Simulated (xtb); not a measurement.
C$_{2}$H$_{6}$N, charge -1, singlet, geometry from GFN2-xTB. Base run: GFN2-xTB in xtb 6.7.1.

xtb was given this input:
```
$ xtb mol.xyz --gfn 2 --chrg -1 --json

# file mol.xyz
9

C      1.17379428    -0.29888506    -0.03064780
C     -0.00061861     0.69049820    -0.11946954
N     -1.28175622    -0.07360499     0.01875596
H      2.13180660     0.23713849     0.01082447
H      1.16758703    -1.00712786     0.84854650
H      1.20574491    -0.94467985    -0.92468513
H      0.04801484     1.28923134     0.84658688
H     -1.25328855    -0.75326842     0.80694167
H     -1.36662521    -0.65573752    -0.81880195
```

Each row names what was changed in the base input (with any setting that the change needs).

```csv
change,ΔE vs base (kJ/mol),HOMO-LUMO gap (eV),G_solv (kcal/mol),SCF cycles
base,0.00,8.40,-,10
acc = 0.1,0.00,8.40,-,11
etemp = 1000,0.00,8.40,-,10
alpb = thf,(withheld),(withheld),(withheld),10
etemp = 3000,0.00,8.40,-,10
acc = 30,0.00,8.40,-,7
etemp = 5000,-0.01,8.40,-,10
gbsa = methanol,(withheld),(withheld),(withheld),10
```

Problem. Complete the blanks.

Solution. 
- alpb = thf, ΔE vs base (kJ/mol): -227.5
- alpb = thf, HOMO-LUMO gap (eV): 8.55
- alpb = thf, G_solv (kcal/mol): -55.22
- gbsa = methanol, ΔE vs base (kJ/mol): -261.0
- gbsa = methanol, HOMO-LUMO gap (eV): 8.52
- gbsa = methanol, G_solv (kcal/mol): -63.07

ALPB and GBSA are two models with their own fitted parameters for each solvent, which aren't always the measured dielectric constant.
